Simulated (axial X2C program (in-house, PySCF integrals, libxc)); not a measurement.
## RuO⁻: bond constants with and without spin–orbit coupling

Computed with an in-house all-electron X2C program for linear molecules (integrals from PySCF). Spin-free means the one-electron spin-free X2C Hamiltonian; two-component (2c) means X2C with spin–orbit coupling and atomic mean-field two-electron Coulomb and Gaunt terms, so the difference of the two also holds small scalar two-electron terms. Basis: Ru dyall-acv3z [13s13p9d5f3g], O dyall-av3z [7s6p3d2f] (cores contracted in-house); Gaussian nuclei, density fitting, unrestricted open shells. Masses: Ru 101.904 u, O 15.995 u.

Input:
```json
{"zs": [44, 8], "q": -1, "bas": ["dyall-acv3z", "dyall-av3z"], "levels": ["PBE0", "HF", "PBEsol"], "cc": true, "r0": 1.71, "thr": -2.0, "nmax": 90, "npts": 10, "nst": 2, "ntry": 6}
```
```bash
python so2c.py task.json out
```

Keys: zs atomic numbers; q charge; bas basis sets; levels methods; cc coupled cluster on or off; r0 starting distance in Å; thr threshold in hartree for freezing inner shells (an s shell follows its p shell); nmax most natural virtual spinors; npts points on the curve; nst determinants followed; ntry starts of the search. HF also brings MP2.

State, spin-free: M_S = 3/2, Λ = 0 (beyond evenly filled blocks: σα, π+α, π-α); electrons by block: σα: 12, σβ: 11, π+α: 6, π+β: 5, π-α: 6, π-β: 5, δ+α: 2, δ+β: 2, δ-α: 2, δ-β: 2. Fragments: Ru + O-.

State, 2c: Ω = 7/2 (⟨Sz⟩ = 1.50, ⟨Lz⟩ = 2.00 at PBEsol); electrons by block: 1/2: 17, -1/2: 18, 3/2: 8, -3/2: 7, 5/2: 2, -5/2: 1. Fragments: Ru + O-.

```tsv
Hamiltonian	level	Re (Å)	ωe (cm⁻¹)	ωexe (cm⁻¹)	Be (cm⁻¹)	αe (cm⁻¹)	De (eV)	D0 (eV)	μ (D)
spin-free	PBE0	1.686	919.1	4	0.4292	0.00237	4.32	4.26	-1.37
spin-free	PBEsol	1.687	900.8	3.97	0.4285	0.00247	5.76	5.70	-0.96
2c	PBEsol	1.716	877.1	4.29	0.4143	0.00258	n/a	n/a	-0.78
```

Dipoles are positive if O is the positive end and refer to the centre of mass.

The state is one determinant whose occupation by symmetry is held fixed; it was picked as the lowest of a PBE0 search that is not exhaustive. Dissociation energies refer to the lowest single-determinant-based atoms at the same level and basis. De is not given where an atomic determinant may have missed its ground term or J level, or where the truncated virtual space spoils (T). Density functionals use the spin component along the axis (collinear). PBE0 can misorder states that lie within some tenths of an eV, so this need not be the ground state of the molecule. The nearest other spin-free determinant of the search, M_S = 5/2, Λ = 2, lies 0.27 eV up at the distance of the search. The functionals have no current-density term, which raises determinants with orbital currents, atoms included. With several unpaired electrons one determinant need not be a pure state. At some level and bond length an empty orbital lies below a filled one. The highest occupied level of some functionals is positive through self-interaction error; at Hartree–Fock it is bound.

The spin-free and the 2c determinant differ in configuration, so the two halves of the table describe two states.

No reliable constants came from CCSD (2c), CCSD (spin-free), CCSD(T) (2c), CCSD(T) (spin-free), HF (2c), HF (spin-free), MP2 (2c), MP2 (spin-free), PBE0 (2c): no minimum in range, unconverged points, a curve that is not smooth, a change of character along it, or the two Hamiltonians disagreeing along it.

Rough cost a point (2c) on 1 thread(s) of a shared host, integrals apart: PBEsol 0.6 s.

The whole task took 4.6 min on 1 thread of Arm Neoverse V2, with other jobs on the host.
